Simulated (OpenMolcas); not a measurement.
## Se²⁺: Slater's ratio, the spin-orbit constant, worked from levels

```yaml
Program: OpenMolcas 26.06
Basis: ANO-RCC-VQZP [7s6p4d2f1g]
Scalar_Hamiltonian: DKH2, point nucleus
Active_space: 2 electrons in 9 orbitals (RAS2 4p; RAS3 4d 5s, at most 1 electron)
State_averaging: 2S+1 = 3 even, 3 roots; 2S+1 = 1 even, 6 roots; 2S+1 = 3 odd, 18 roots; 2S+1 = 1 odd, 18 roots
Spin-orbit_coupling: state interaction with AMFI integrals over the reference wave functions, term energies averaged over their components
```

Methods: RASSCF; MS-RASPT2, IPEA 0.25 Eh, imaginary shift 0.1 Eh (closed shells correlated: 3d 4s). Measured levels: Moore, Atomic Energy Levels, vol. II, NSRDS-NBS 35 (1971 reprint of NBS Circular 467, 1952).

**Slater's ratio.** With one set of orbitals, p2 has ¹D - ³P = 6 F2 and ¹S - ¹D = 9 F2 (F2 = F²/25), a ratio of 3/2. Term energies are centres of gravity, weighted by 2J + 1.

```
   Source  ¹D - ³P  ¹S - ³P  F2 from the first  Ratio
   RASSCF    12998    31804               2166  1.447
MS-RASPT2    10343    29489               1724  1.851
```

Energies in cm-1. A ratio away from 3/2 shows effects beyond one configuration with one set of orbitals, and in heavier atoms second-order spin-orbit shifts.

**The spin-orbit constant.** For the Hund term ³P of p2, E(J) = (A/2) J(J+1) + constant and ζ = 2S·A = 2A. From J = 0 to J = 2 the energy changes by 3 A.

| Source | E(2) - E(0) | A | ζ |
| --- | --- | --- | --- |
| RASSCF | 3523.3 | 1174.4 | 2349 |
| MS-RASPT2 | 3479.7 | 1159.9 | 2320 |
| measured | 3937.0 | 1312.3 | 2625 |

All in cm-1. MS-RASPT2 is off by -11.6 % and RASSCF by -10.5 %. Both methods take the spin-orbit matrix elements from the reference wave functions, so the second can move ζ only through the term energies and any multistate remixing. Second-order mixing with other terms is absorbed into this ζ.

CASPT2 does not keep the components of a term degenerate, so their means are used; among the terms shown or strongly mixed into the levels shown the widest spread is 100 cm-1 (4s² 4p² ¹D, MS-RASPT2). Over all roots computed the reference weight is 0.90 to 0.97 in MS-RASPT2; the roots of lowest weight are the least certain, and an intruder state may touch them. With the s shell closed, the reference lacks s² → p² mixing. Computed and measured levels are paired by configuration, term and J; levels that our copy of the source lacks, or whose pairing is in doubt (as where it misses far off the trend of its configuration), stay unpaired and out of the deviations. Only configurations of the active space appear.
